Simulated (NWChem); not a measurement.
C$_{2}$H$_{5}$NOSi; SMILES C(=N\[SiH3])/C=O

```xyz
10

O      0.2748    -2.9465     0.0000
C     -0.3788    -1.9256     0.0000
C      0.2522    -0.5613     0.0000
N     -0.4886     0.4714     0.0000
Si     0.1004     2.1333     0.0000
H     -1.4880    -1.9130     0.0000
H      1.3553    -0.5669     0.0000
H     -0.4413     2.7948    -1.2121
H      1.5911     2.2187     0.0000
H     -0.4413     2.7948     1.2121
```
Atoms are numbered in this order, from 1.

Program: NWChem. Medium grid unless said otherwise, to which SCAN and Minnesota functionals are sensitive. All runs use the structure optimised with B3LYP/6-31G* (spherical d). Hybrids' shares of exact exchange are those that their runs print; pure functionals count as 0. The functionals differ in more than this share.

```
row                    share of exact exchange  orbital gap (eV)
---------------------  -----------------------  ----------------
PBE/def2-SVP                              0.00              2.22
HCTH/407/def2-SVP                         0.00              2.29
B3LYP/def2-SVP                            0.20              4.37
r2SCAN0/def2-SVP                          0.25              5.07
M06-2X/def2-SVP                           0.54              7.32
Hartree-Fock/def2-SVP                     1.00          withheld
```

Task: Fit a straight line of the last column on the one before it, predict the withheld value, and compare with the run.

Result: 
1. Means of the 5 shown rows: x = 0.198, y = 4.254. Slope Σ(x − x̄)(y − ȳ)/Σ(x − x̄)² = 1.883/0.1981 = 9.505; intercept 2.372.
2. The shown rows scatter about the line by 0.188 (root mean square); the largest residual is +0.32, at r2SCAN0/def2-SVP.
3. At x = 1.00 (Hartree-Fock/def2-SVP; beyond the shown range) the line gives 11.88.
4. The run gives 12.74, +0.86 from the line, 4.6 times the scatter.
